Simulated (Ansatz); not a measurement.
Basis sets compared for Ge(iPr)2H2 (C6H16Ge). Charge 0, multiplicity 1. Geometry r2SCAN-D4/def2-SVP. Ansatz on 4 threads of Arm Neoverse V1 on a shared host; times are rough, and most runs start from earlier orbitals.

```xyz
23

C     1.126    0.035   -1.196
C     2.246    0.383   -0.213
C     1.369    0.650   -2.575
C    -0.965   -0.182    1.315
C    -0.806   -1.704    1.301
C    -2.337    0.240    1.845
Ge   -0.634    0.578   -0.479
H     1.078   -1.065   -1.304
H     2.109   -0.104    0.766
H     2.302    1.472   -0.038
H     3.230    0.066   -0.604
H     2.336    0.317   -2.993
H     0.582    0.375   -3.296
H     1.400    1.753   -2.521
H    -0.186    0.250    1.972
H     0.200   -2.016    0.974
H    -1.537   -2.177    0.621
H    -0.974   -2.131    2.306
H    -2.507   -0.154    2.863
H    -2.444    1.336    1.891
H    -3.149   -0.146    1.205
H    -1.753    0.102   -1.434
H    -0.685    2.122   -0.405
```

Another isomer (singlet) lies 0.65 eV lower at PBE0-D4/def2-TZVP; other spin states weren't run for this one.

Binding counts from free atoms (C triplet, Ge triplet, H doublet) in the same basis, without a counterpoise term.

| level | functions | energy (Eh) | HOMO (eV) | LUMO (eV) | binding per atom (eV) | wall time |
| --- | --- | --- | --- | --- | --- | --- |
| PBE-D4/def2-SVP | 196 | -2314.1896 | -6.18 | 0.61 | 3.98 | 3 s |
| PBE0-D4/def2-SVP | 196 | -2314.3035 | -7.40 | 1.45 | 3.95 | 4.9 s |

Problem. Estimate the rows for PBE-D4/def2-TZVP (with forces), PBE0-D4/def2-TZVP.

Solution. 
| level | functions | energy (Eh) | HOMO (eV) | LUMO (eV) | binding per atom (eV) | wall time |
| --- | --- | --- | --- | --- | --- | --- |
| PBE-D4/def2-TZVP (with forces) | 330 | -2314.7098 | -6.24 | 0.12 | 3.95 | 6 s |
| PBE0-D4/def2-TZVP | 330 | -2314.8146 | -7.40 | 0.91 | 3.92 | 11 s |
